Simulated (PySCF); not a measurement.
# A small calculation by hand: oscillator strength and radiative lifetime

B(F)(OH)(SH) (BFH₂OS), SMILES OB(F)S.

The structure is a stationary point at B3LYP-D3(BJ)/def2-SVP. The values are those of a single conformer.

TDA-CAM-B3LYP/def2-SVPD in PySCF puts the first singlet state with f over 0.02 at 6.50 eV (vertical), with the transition dipole (0.000, 0.000, 0.374) in atomic units.

Problem. Find the oscillator strength, the wavelength and the radiative lifetime that this transition would have in vacuum if emission retraced absorption.

Solution. 
|μ|² = 0.1399 au, so |μ| = 0.95 D. ΔE = 6.50/27.211 = 0.2389 hartree. f = (2/3) ΔE |μ|² = 0.022 (the program prints 0.022).
λ = 1239.84/6.50 = 191 nm; ν = 52426 cm⁻¹.
Einstein's coefficient A = 0.6670 ν² f s⁻¹ (ν in cm⁻¹) = 4.1e7 s⁻¹, so τ = 1/A = 24 ns. This state is S1. The figure is the radiative limit of this one transition; relaxation, internal conversion, crossing to triplets and a medium change what is measured.
